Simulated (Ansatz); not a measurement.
`[TeH]B1N[SiH2]1`. Total charge 0; spin multiplicity 1. Te takes the def2 core potential. Geometry: relaxed with PBE0-D4/def2-TZVP.

```xyz
8

Te   -1.117   -0.894   -2.333
B    -0.349   -0.168   -0.484
N    -0.862    0.427    0.656
Si    0.861    0.298    0.939
H     0.375   -1.362   -2.874
H    -1.758    0.722    1.011
H     1.262   -0.610    2.042
H     1.589    1.587    1.043
```

Task: What is the dipole moment at ωB97M-V/def2-TZVPP? (Estimate.)

Result: The calculation gave: 1.29 D, with components (-0.43, 0.56, 1.08) D in this frame, pointing from negative to positive charge.

Task: And with PBE, r2SCAN, B3LYP? (Best estimate.)

Result: Computed: PBE 1.20 D, r2SCAN 1.23 D, B3LYP 1.21 D.

Task: Give the Mulliken charges with ωB97M-V, PBE, B3LYP in def2-TZVPP. (Estimate.)

Result: Computed: 
| atom | ωB97M-V | PBE | B3LYP |
| --- | --- | --- | --- |
| Te1 | 0.07 | 0.10 | 0.09 |
| B2 | 0.00 | -0.02 | 0.03 |
| N3 | -0.25 | -0.21 | -0.26 |
| Si4 | 0.11 | 0.10 | 0.16 |
| H5 | 0.00 | -0.02 | -0.03 |
| H6 | 0.12 | 0.15 | 0.14 |
| H7 | -0.02 | -0.05 | -0.06 |
| H8 | -0.02 | -0.05 | -0.06 |

B3LYP here is the variant with VWN-RPA as its local correlation; programs differ in this.
